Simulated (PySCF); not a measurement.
C₃H₈OSi, SMILES O[C@H]1C[C@H]1[SiH3].

Geometry optimised at r2SCAN-D4/def2-SVP. The structure was generated by enumeration; whether it is a known compound was not checked. Other conformers were not sampled.

Computed with TDDFT-B3LYP/def2-SVPD (PySCF).

Vertical excitations. Gas-phase values at a fixed geometry.

```csv
state,energy (eV),λ (nm),f,main pairs
S1,6.62,187,0.009,HOMO→LUMO 96 %
S2,7.16,173,0.006,HOMO−1→LUMO 97 %
S3,7.34,169,0.010,HOMO→LUMO+1 90 %
S4,7.50,165,0.007,"HOMO→LUMO+2 55 %, HOMO→LUMO+3 30 %, HOMO→LUMO+4 8 %"
S5,7.68,161,0.001,"HOMO→LUMO+4 54 %, HOMO→LUMO+3 37 %"
S6,7.73,160,0.006,"HOMO−1→LUMO+1 50 %, HOMO→LUMO+3 20 %, HOMO→LUMO+2 18 %, HOMO→LUMO+4 9 %"
S7,7.75,160,0.022,"HOMO−1→LUMO+1 43 %, HOMO→LUMO+4 21 %, HOMO→LUMO+2 19 %, HOMO→LUMO+3 11 %"
S8,7.95,156,0.035,"HOMO−1→LUMO+2 57 %, HOMO−1→LUMO+4 18 %, HOMO−1→LUMO+3 18 %"
S9,8.06,154,0.045,"HOMO−1→LUMO+3 69 %, HOMO−1→LUMO+4 22 %"
S10,8.12,153,0.025,"HOMO−2→LUMO 70 %, HOMO−1→LUMO+2 14 %"
T1,6.42,193,0,HOMO→LUMO 93 %
T2,6.99,177,0,HOMO−1→LUMO 93 %
T3,7.19,172,0,HOMO→LUMO+1 78 %
T4,7.34,169,0,"HOMO→LUMO+3 45 %, HOMO→LUMO+2 42 %, HOMO→LUMO+1 8 %"
```
Triplets are in the Tamm–Dancoff approximation, which puts them higher than full response would, so one can lie above its singlet here.
